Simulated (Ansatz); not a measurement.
Consider the ligand exchange at a B–C bond: `OB(F)CF` + CH₃OH → `COB(O)F` + `CF`.

Isolated molecules relaxed with PBE0-D4/def2-TZVP in Ansatz; ΔE leaves out vibrations. CCSD(T)/CBS adds triple-zeta CCSD(T) − MP2 to the extrapolated MP2 energy (def2 sets, frozen cores). This one scheme is used for every species. Functionals use def2-TZVPP. B3LYP here is the variant with VWN-RPA as its local correlation; programs differ in this. HSE06 is defined as in plane-wave codes. Each species was taken in one conformer, which may not be the lowest.

```json
{"level": "LDA (SPW92)", "ΔE (kJ/mol)": "-118.4", "difference from CCSD(T)/CBS": "4.7"}
{"level": "PBE-D4", "ΔE (kJ/mol)": "-114.2", "difference from CCSD(T)/CBS": "8.9"}
{"level": "revPBE-D4", "ΔE (kJ/mol)": "-113.6", "difference from CCSD(T)/CBS": "9.5"}
{"level": "BLYP-D4", "ΔE (kJ/mol)": "-120.9", "difference from CCSD(T)/CBS": "2.2"}
{"level": "r2SCAN-D4", "ΔE (kJ/mol)": "-123.0", "difference from CCSD(T)/CBS": "0.1"}
{"level": "B97M-V", "ΔE (kJ/mol)": "-125.0", "difference from CCSD(T)/CBS": "-1.9"}
{"level": "PBE0-D4", "ΔE (kJ/mol)": "-119.4", "difference from CCSD(T)/CBS": "3.7"}
{"level": "B3LYP-D4", "ΔE (kJ/mol)": "-124.9", "difference from CCSD(T)/CBS": "-1.8"}
{"level": "r2SCANh-D4", "ΔE (kJ/mol)": "-124.3", "difference from CCSD(T)/CBS": "-1.2"}
{"level": "HSE06-D4", "ΔE (kJ/mol)": "-119.4", "difference from CCSD(T)/CBS": "3.7"}
{"level": "BHLYP-D4", "ΔE (kJ/mol)": "-131.4", "difference from CCSD(T)/CBS": "-8.3"}
{"level": "CAM-B3LYP-D4", "ΔE (kJ/mol)": "-126.6", "difference from CCSD(T)/CBS": "-3.5"}
{"level": "ωB97X-V", "ΔE (kJ/mol)": "-121.1", "difference from CCSD(T)/CBS": "2.0"}
{"level": "ωB97M-V", "ΔE (kJ/mol)": "-121.4", "difference from CCSD(T)/CBS": "1.7"}
{"level": "PBE-QIDH", "ΔE (kJ/mol)": "-124.9", "difference from CCSD(T)/CBS": "-1.8"}
{"level": "PBE", "ΔE (kJ/mol)": "-113.5", "difference from CCSD(T)/CBS": "9.6"}
{"level": "revPBE", "ΔE (kJ/mol)": "-111.8", "difference from CCSD(T)/CBS": "11.3"}
{"level": "BLYP", "ΔE (kJ/mol)": "-119.7", "difference from CCSD(T)/CBS": "3.4"}
{"level": "r2SCAN", "ΔE (kJ/mol)": "-122.8", "difference from CCSD(T)/CBS": "0.3"}
{"level": "PBE0", "ΔE (kJ/mol)": "-118.8", "difference from CCSD(T)/CBS": "4.3"}
{"level": "B3LYP", "ΔE (kJ/mol)": "-124.0", "difference from CCSD(T)/CBS": "-0.9"}
{"level": "r2SCANh", "ΔE (kJ/mol)": "-124.1", "difference from CCSD(T)/CBS": "-1.0"}
{"level": "r2SCAN0", "ΔE (kJ/mol)": "-125.9", "difference from CCSD(T)/CBS": "-2.8"}
{"level": "HSE06", "ΔE (kJ/mol)": "-118.8", "difference from CCSD(T)/CBS": "4.3"}
{"level": "BHLYP", "ΔE (kJ/mol)": "-130.6", "difference from CCSD(T)/CBS": "-7.5"}
{"level": "CAM-B3LYP", "ΔE (kJ/mol)": "-126.0", "difference from CCSD(T)/CBS": "-2.9"}
{"level": "RPA@PBE/def2-TZVPP", "ΔE (kJ/mol)": "-122.5", "difference from CCSD(T)/CBS": "0.6"}
{"level": "HF/def2-SVP", "ΔE (kJ/mol)": "-143.7", "difference from CCSD(T)/CBS": "-20.6"}
{"level": "MP2/def2-SVP", "ΔE (kJ/mol)": "-139.3", "difference from CCSD(T)/CBS": "-16.2"}
{"level": "CCSD/def2-SVP", "ΔE (kJ/mol)": "-137.2", "difference from CCSD(T)/CBS": "-14.1"}
{"level": "CCSD(T)/def2-SVP", "ΔE (kJ/mol)": "-136.7", "difference from CCSD(T)/CBS": "-13.6"}
{"level": "HF/def2-TZVPP", "ΔE (kJ/mol)": "-138.8", "difference from CCSD(T)/CBS": "-15.7"}
{"level": "MP2/def2-TZVPP", "ΔE (kJ/mol)": "-127.1", "difference from CCSD(T)/CBS": "-4.0"}
{"level": "SCS-MP2/def2-TZVPP", "ΔE (kJ/mol)": "-128.1", "difference from CCSD(T)/CBS": "-5.0"}
{"level": "CCSD/def2-TZVPP", "ΔE (kJ/mol)": "-126.4", "difference from CCSD(T)/CBS": "-3.3"}
{"level": "CCSD(T)/def2-TZVPP", "ΔE (kJ/mol)": "-125.1", "difference from CCSD(T)/CBS": "-2.0"}
{"level": "HF/def2-QZVPP", "ΔE (kJ/mol)": "-139.2", "difference from CCSD(T)/CBS": "-16.1"}
{"level": "MP2/def2-QZVPP", "ΔE (kJ/mol)": "-126.1", "difference from CCSD(T)/CBS": "-3.0"}
{"level": "SCS-MP2/def2-QZVPP", "ΔE (kJ/mol)": "-127.2", "difference from CCSD(T)/CBS": "-4.1"}
{"level": "MP2/CBS(def2)", "ΔE (kJ/mol)": "-125.1", "difference from CCSD(T)/CBS": "-2.0"}
{"level": "CCSD(T)/CBS", "ΔE (kJ/mol)": "-123.1", "difference from CCSD(T)/CBS": "0"}
```

Largest T1 diagnostic among the species: 0.012.

From r2SCAN to r2SCAN0 (25 % exact exchange), in def2-TZVPP and without D4, ΔE moves by −3.1 kJ/mol. Leaving LDA and LC-ωPBE aside and taking each functional with its dispersion term where it has one, the values spread over 17.8 kJ/mol, from BHLYP-D4 to revPBE-D4. LDA lies −4.9 kJ/mol from PBE without D4. At CCSD(T), def2-SVP lies −13.6 kJ/mol from the extrapolated value and def2-TZVPP −2.0 kJ/mol.
